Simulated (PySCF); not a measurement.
**Ionisation energy of Ar²⁺ by level of theory**

Ar²⁺ [Ne] 3s2 3p4 (3P) → Ar³⁺ [Ne] 3s2 3p3 (4S), as a difference of total energies. Calculation: PySCF 2.14, in aug-cc-pVDZ-DK (5s4p2d, 27 functions); scalar relativity by spin-free X2C-1e. Correlated levels: valence: [Ne] frozen. The calculations carry no spin-orbit coupling.

```json
{"method": "UHF", "ionisation energy (eV)": "39.300", "plus first-order spin-orbit estimate": "39.363", "difference from reference of that sum (eV)": "-1.372"}
{"method": "LDA", "ionisation energy (eV)": "40.813", "plus first-order spin-orbit estimate": "40.876", "difference from reference of that sum (eV)": "+0.141"}
{"method": "PBE", "ionisation energy (eV)": "40.690", "plus first-order spin-orbit estimate": "40.753", "difference from reference of that sum (eV)": "+0.018"}
{"method": "PBE0", "ionisation energy (eV)": "40.676", "plus first-order spin-orbit estimate": "40.739", "difference from reference of that sum (eV)": "+0.004"}
{"method": "r2SCAN", "ionisation energy (eV)": "40.607", "plus first-order spin-orbit estimate": "40.670", "difference from reference of that sum (eV)": "-0.065"}
{"method": "r2SCANh", "ionisation energy (eV)": "40.602", "plus first-order spin-orbit estimate": "40.665", "difference from reference of that sum (eV)": "-0.070"}
{"method": "B3LYP", "ionisation energy (eV)": "40.848", "plus first-order spin-orbit estimate": "40.911", "difference from reference of that sum (eV)": "+0.176"}
{"method": "HSE06", "ionisation energy (eV)": "40.688", "plus first-order spin-orbit estimate": "40.751", "difference from reference of that sum (eV)": "+0.016"}
{"method": "M06-2X", "ionisation energy (eV)": "40.653", "plus first-order spin-orbit estimate": "40.716", "difference from reference of that sum (eV)": "-0.019"}
{"method": "MP2 (valence)", "ionisation energy (eV)": "39.788", "plus first-order spin-orbit estimate": "39.851", "difference from reference of that sum (eV)": "-0.884"}
{"method": "SCS-MP2 (valence)", "ionisation energy (eV)": "39.802", "plus first-order spin-orbit estimate": "39.865", "difference from reference of that sum (eV)": "-0.870"}
```

Reference: 40.735 ± 0.012 eV (semi-empirical (NIST evaluation); NIST Atomic Spectra Database, ionization energies).

A first-order spin-orbit estimate (lowest level to lowest level, LS coupling) adds 0.063 eV.

Errors of the correlated levels include the incompleteness of this basis and the frozen core.
